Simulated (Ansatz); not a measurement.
Isomers of C$_{3}$H$_{7}$In, relaxed with PBE0-D4/def2-TZVP in Ansatz; electronic energies, one conformer each and not always the lowest. Functionals use def2-TZVPP; CBS adds triple-zeta CCSD(T) − MP2 to the MP2 limit of def2-TZVPP and def2-QZVPP.

Elements past krypton have def2 core potentials. Outer-core shells of In are correlated without core-valence functions. Spin–orbit coupling is left out.

Problem. Order them by energy at frozen-core CCSD(T)/CBS, lowest first. (Estimate.)
A. `C=[C](C)[InH2]`
B. `C=[CH][InH][CH3]`
C. `C=C[CH2][InH2]`

Solution. B (0.0 kcal/mol), C (2.2 kcal/mol), A (4.6 kcal/mol).

Problem. How do PBE-D4, ωB97M-V, MP2/CBS(def2), B3LYP-D4 place them (kcal/mol, against `C=[CH][InH][CH3]`)? (Estimate.)

Solution. Computed: 
```json
{"isomer": "`C=[C](C)[InH2]`", "PBE-D4": "2.6", "ωB97M-V": "3.4", "MP2/CBS(def2)": "5.1", "B3LYP-D4": "3.0"}
{"isomer": "`C=C[CH2][InH2]`", "PBE-D4": "0.2", "ωB97M-V": "2.4", "MP2/CBS(def2)": "1.5", "B3LYP-D4": "2.3"}
```

B3LYP here is the variant with VWN-RPA as its local correlation; programs differ in this.
